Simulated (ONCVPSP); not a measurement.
## Zn (Z = 30): excitation energies, all-electron against ONCV

ONCVPSP 4.0.1 input, shortened (lines: element, Z, core and valence counts, functional; n l f; lmax; l rc ep ncon nbas qcut; lloc lpopt rc5 dvloc0; l nproj debl; icmod fcfact rcfact), LDA (Perdew-Zunger), fully relativistic:

```
  Zn 30.00    3    4        3      upf
    1    0    2.00
    2    0    2.00
    2    1    6.00
    3    0    2.00
    3    1    6.00
    3    2   10.00
    4    0    0.50
    2
    0    1.20    0.00    3    7   10.20
    1    0.85    0.00    4    8   16.60
    2    1.05    0.00    3    8   13.90
    4    5    0.75    0.00
    0    2    2.10
    1    2    2.50
    2    2    3.60
    0    0.00    0.00
```

Open shells are filled in proportion to 2j + 1.

In the p channel the program set the typed energies aside and used -3.581, 0.250 Ha (j = l + 1/2; the other j can differ).

Energies are relative to the spin-unpolarised reference configuration 3s2 3p6 3d10 4s0.5; without spin polarisation the order of configurations can differ from experiment.

```tsv
valence configuration	charge	ΔE all-electron (eV)	error AE − PS (meV)
3s2 3p6 3d10 4s2	0	-18.459	+1.9
3s2 3p6 3d10 4s1	+1	-8.269	+0.2
3s2 3p6 3d10 4s0	+2	10.500	+0.7
```

What are ΔE and the potential's error for 3s2 3p6 3d10 4s0 4p1?

ΔE = -1.846 eV all-electron; the error (AE − PS) is -0.2 meV.

Levels in the configuration 3s2 3p6 3d10 4s0:

```
   level  all-electron (eV)  pseudo (eV)
3s j=1/2           -149.561     -149.558
3p j=3/2           -103.229     -103.227
3p j=1/2           -106.298     -106.294
3d j=5/2            -31.074      -31.081
3d j=3/2            -31.439      -31.445
```

These tests converged, but a pseudo level misses the all-electron one widely, so the file describes the atom poorly there or has found another state: 3s2 3p6 3d10 4s0 4p1: empty 4s by 7.8 eV.
